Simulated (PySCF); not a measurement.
Relaxation of singlet H₂SeO₂

Computed with PBE0 in PySCF with Se def2-TZVP, O def2-TZVP, H def2-TZVP; no relativity; density-fitted integrals. A (50,194) grid was used.

A hand-made see-saw (ligand arrangement 2) start, with no symmetry imposed:

```xyz
5
charge 0 multiplicity 1, angstrom
Se    0.1711    0.2163   -0.1710
O     0.1711   -1.4175   -0.0281
O    -1.1212    0.2163    0.8387
H     0.1711    1.6907   -0.0420
H     1.3374    0.2163    0.7402
```

Problem. What forces act on the atoms at the start (eV/Å)?

Solution. 
```json
{"atom": "Se1", "Fx": "0.83", "Fy": "-1.76", "Fz": "3.01"}
{"atom": "O2", "Fx": "0.26", "Fy": "-2.33", "Fz": "-2.27"}
{"atom": "O3", "Fx": "-1.02", "Fy": "1.87", "Fz": "0.25"}
{"atom": "H4", "Fx": "-0.78", "Fy": "1.49", "Fz": "-0.88"}
{"atom": "H5", "Fx": "0.71", "Fy": "0.72", "Fz": "-0.11"}
```

Problem. What does it relax to?

Solution. It ends at C2v with Se–H 1.501 Å (×2), Se–O 1.600 Å (×2); H–Se–H 99.3°, H–Se–O 108.1° (×4), O–Se–O 122.5°. A frequency run shows a minimum.

Problem. How much energy is released, and in how many steps?

Solution. 342.6 kJ/mol in 10 steps.

The relaxation took of the order of 60 core-seconds on a shared host.
